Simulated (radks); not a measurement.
The numbers below are computed, except where a source is named.
Mean orbital radii <r> (bohr) of the iridium ion Ir3+, [Xe] 4f14 5d6, of relativity; Dirac values are averaged over j with weights 2j + 1. Spin-unpolarised spherical Kohn-Sham, PBE, point nucleus unless stated (finite: rms radius 5.4032 fm), a radial shooting solver on a logarithmic mesh with Libxc functionals. A level marked "c x" has the speed of light scaled by that factor and shares open shells by 2j + 1; other Dirac levels either fill j = l - 1/2 first or share by 2j + 1.

| shell | non-rel. |
|---|---|
| 2s | 0.08293 |
| 2p | 0.07011 |
| 3s | 0.2098 |
| 3p | 0.2001 |
| 3d | 0.1750 |
| 4s | 0.4644 |
| 4p | 0.4696 |
| 4d | 0.4808 |
| 5s | 1.073 |
| 4f | 0.5209 |
| 5p | 1.168 |
| 5d | 1.522 |

Give the values at the level "Dirac, c x 1.5".

Answer. 
shell  Dirac, c x 1.5  change of magnitude (%)
2s            0.07867                    -5.14
2p            0.06821                    -2.71
3s             0.2013                    -4.04
3p             0.1958                    -2.12
3d             0.1742                    -0.46
4s             0.4468                    -3.79
4p             0.4607                    -1.90
4d             0.4797                    -0.23
5s              1.032                    -3.81
4f             0.5268                    +1.14
5p              1.148                    -1.68
5d              1.532                    +0.68
